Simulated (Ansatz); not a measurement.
Wavefunction ladder for ClFH₄O₂Si₂ (`O[Si@H](Cl)[Si@@H](O)F`)

```xyz
10

O     1.823   -0.138   -1.003
Si    1.066    0.696    0.181
F     1.042    2.264   -0.136
Si   -1.170   -0.035    0.276
O    -1.373   -1.429    1.112
Cl   -1.620   -0.314   -1.734
H     1.336   -0.268   -1.821
H     1.880    0.500    1.401
H    -2.169    0.905    0.827
H    -0.817   -2.180    0.898
```

Total charge 0; spin multiplicity 1. The geometry is a stationary point of PBE0-D4/def2-TZVP. It is one conformer, not always the lowest. Frozen core, restricted reference, Ansatz 0.2.0. CBS rows extrapolate triple and quadruple zeta; past MP2 they add the triple-zeta difference.

```csv
basis,HF (Eh),MP2 corr.
def2-SVP,-1288.53110,-0.87303
def2-TZVPP,-1289.24001,-1.15097
def2-QZVPP,-1289.28363,-1.25500
```

Q: Estimate the CCSD correlation energy and the (T) correction in each basis where they were run (hartree).

A: 
| basis | CCSD corr. | (T) |
| --- | --- | --- |
| def2-SVP | -0.91719 | -0.01887 |
| def2-TZVPP | -1.19076 | -0.04254 |
| CBS(def2) | -1.37185 | as TZ |
